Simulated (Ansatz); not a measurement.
Total energies of the cluster BO3H3 from Ansatz at PBE0-D4/def2-TZVPD, gas phase (1 Eh = 27.2114 eV = 2625.5 kJ/mol). The reference geometry is relaxed at PBE-D4/def2-TZVP.

```xyz
7

B     0.256    0.392   -0.296
O    -0.170   -0.627   -0.992
O     0.128   -0.075    1.210
O    -0.175   -0.726   -2.393
H     0.685    1.491   -0.435
H    -0.312   -0.961    1.119
H    -0.413    0.505    1.787
```

| state | geometry | energy (Eh) |
| --- | --- | --- |
| charge 0 singlet | reference | -252.02576 |
| charge -1 doublet | reference | -252.04597 |
| free B atom (doublet) | – | -24.61833 |
| free O atom (triplet) | – | -75.01925 |
| free H atom (doublet) | – | -0.50104 |

The structure holds one bond between oxygen atoms, so isomers without such links may lie far lower.

**Question.** Work out the vertical electron affinity, to the doublet.

**Answer.** E(charge 0 singlet) − E(charge -1 doublet) = -252.02576 − (-252.04597) = 0.02021 Eh = 0.55 eV.

**Question.** What is the binding energy per atom against free atoms?

**Answer.** Atoms: 1 × (-24.61833) + 3 × (-75.01925) + 3 × (-0.50104) = -251.17920 Eh. Binding: -251.17920 − (-252.02576) = 0.84656 Eh = 23.04 eV, or 3.29 eV for each of 7 atoms (no zero-point energy, no counterpoise term).

At PBE0-D4/def2-TZVPD the highest occupied level of the charge -1 doublet lies above zero (up to 0.91 eV). By energy differences its removal costs 0.55 eV (vertical, to the charge 0 singlet, at PBE0-D4/def2-TZVPD); a positive level beside a positive removal energy at the same level points to self-interaction error. 

The structure comes from a short search, and lower isomers may exist.
